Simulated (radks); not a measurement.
Results of a calculation; reference values are marked as such.
Kr+, configuration [Ar] 3d10 4s2 4p5 (the NIST ground configuration).

Level of theory: Dirac Kohn-Sham, PBE, spin-unpolarised, spherical densities, finite nucleus; open shells are shared between the two j in proportion to 2j + 1; Fermi nuclear charge, rms radius 4.1884 fm (a radial shooting solver on a logarithmic mesh with Libxc functionals).

Energy parts (Ry):
| part | energy |
|---|---|
| total | -5579.86090 |
| kinetic | 5730.07780 |
| electron-nucleus | -13452.79876 |
| Hartree | 2335.32721 |
| exchange-correlation | -192.46715 |

Orbitals (lengths in bohr, moments of r in powers of bohr):
| orbital | occ. | eigenvalue (Ry) | <r> | <1/r> | small-component weight |
|---|---|---|---|---|---|
| 1s1/2 | 2 | -1041.127 | 0.04149 | 36.77 | 1.71e-02 |
| 2s1/2 | 2 | -137.8453 | 0.1832 | 8.228 | 3.39e-03 |
| 2p1/2 | 2 | -124.6542 | 0.1573 | 8.197 | 3.39e-03 |
| 2p3/2 | 4 | -120.6977 | 0.1613 | 7.912 | 3.30e-03 |
| 3s1/2 | 2 | -20.26785 | 0.5301 | 2.714 | 8.30e-04 |
| 3p1/2 | 2 | -15.60969 | 0.5334 | 2.599 | 7.78e-04 |
| 3p3/2 | 4 | -15.02771 | 0.5438 | 2.531 | 7.56e-04 |
| 3d3/2 | 4 | -6.91160 | 0.5531 | 2.283 | 6.37e-04 |
| 3d5/2 | 6 | -6.81579 | 0.5570 | 2.265 | 6.30e-04 |
| 4s1/2 | 2 | -2.49681 | 1.538 | 0.8684 | 1.36e-04 |
| 4p1/2 | 1.66667 | -1.47223 | 1.804 | 0.7328 | 1.00e-04 |
| 4p3/2 | 3.33333 | -1.41952 | 1.841 | 0.7160 | 9.67e-05 |

The highest occupied level is 4p3/2 at -19.314 eV. Summed over all electrons, <r^2> = 31.53 bohr^2, which gives a Langevin (diamagnetic) susceptibility term of -25 x 10^-6 cm^3/mol.
